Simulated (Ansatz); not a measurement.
Total energies of BiH2Cl from Ansatz at CCSD(T)/def2-TZVPP, gas phase (1 Eh = 27.2114 eV = 2625.5 kJ/mol). The reference geometry is relaxed at PBE0-D4/def2-TZVP.

Cartesian coordinates in Å:
```
Bi 0.1312 0.4086 0.7221
H -0.8062 1.2088 -0.5786
H -1.0204 -0.9639 0.6897
Cl 1.6954 -0.6535 -0.8332
```

| state | geometry | energy (Eh) |
| --- | --- | --- |
| charge 0 singlet | reference | -674.89790 |
| charge 1 doublet | reference | -674.52747 |
| free Bi atom (quartet) | – | -213.94308 |
| free H atom (doublet) | – | -0.49981 |
| free Cl atom (doublet) | – | -459.66464 |

In the def2 sets Bi takes a core potential; there is no spin–orbit coupling. Correlated methods freeze 9 core orbitals; core or outer-core shells of Bi are correlated, in sets that lack core-valence functions.

(1) Work out the vertical ionisation energy to the doublet.

(2) What is the binding energy per atom against free atoms?

(1) E(charge 1 doublet) − E(charge 0 singlet) = -674.52747 − (-674.89790) = 0.37043 Eh = 10.08 eV.

(2) Atoms: 1 × (-213.94308) + 2 × (-0.49981) + 1 × (-459.66464) = -674.60734 Eh. Binding: -674.60734 − (-674.89790) = 0.29056 Eh = 7.91 eV, or 1.98 eV for each of 4 atoms (no zero-point energy, no counterpoise term).
